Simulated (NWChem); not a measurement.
# C2H4FNSi; SMILES F[C@@H]1N=C[SiH2]1

```xyz
9

F      0.4769    -1.8547    -0.2606
C      0.0374    -0.7691     0.4665
N     -1.3054    -0.3225     0.0143
C     -1.1331     0.9369    -0.2260
Si     0.7392     0.9791     0.0180
H     -0.0153    -1.0687     1.5194
H     -1.9755     1.5697    -0.5098
H      1.3730     1.8727     1.0319
H      1.5362     1.0278    -1.2353
```
Atoms are numbered in this order, from 1.

All runs: NWChem. Pople sets run with spherical d functions. Geometry: optimised at B3LYP/6-31G* (spherical d). Level: M06-2X/6-31G* with SMD (1 M gas to 1 M solution), gas-phase geometry. Reactions with the solvent are ignored.

For solvent 1-propanol:

- solvation free energy (kcal/mol) = -3.9
- cavity-dispersion-structure term (kcal/mol) = 1.5

Question: What are these values for solvent ethylene glycol?

Answer: solvation free energy (kcal/mol): -2.0
cavity-dispersion-structure term (kcal/mol): 3.5
